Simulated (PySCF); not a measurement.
## J couplings in GeF2Me2

Bonds: Ge1-F2 1.738 Å, Ge1-F3 1.739 Å, Ge1-C4 1.925 Å, Ge1-C8 1.925 Å. C4 carries H5, H6, H7; C8 carries H9, H10, H11.

Method: PBE/pcJ-1 (pcSseg-1 on Ge) (spin–dipole term only in couplings to heteroatoms)//PBE0-D3(BJ)/def2-SVP, PySCF 2.14.0 with density-fitted response routines; isolated molecule, single conformer, non-relativistic. Couplings are averaged over pairs made equivalent by symmetry, fast rotation or ring inversion, so a value needn't be that of the named pair in this geometry, while other rotamers aren't included; one pair stands for each set, and the list holds those of at least 0.8 Hz over up to four bonds.

Isotopes: 13C, 1H, 19F.

```tsv
pair	bonds	J (Hz)
C4, H5	1	?
F2, F3	2	-22.2
C4, C8	2	8.6
H5, H6	2	?
F2, H5	3	3.4
```

Estimate the withheld couplings, with signs.

Answers


- 1J(C4,H5) = 126.7 Hz (bond length 1.100 Å)
- 2J(H5,H6) = -12.1 Hz

Relativistic effects of the heavier atoms present are left out.
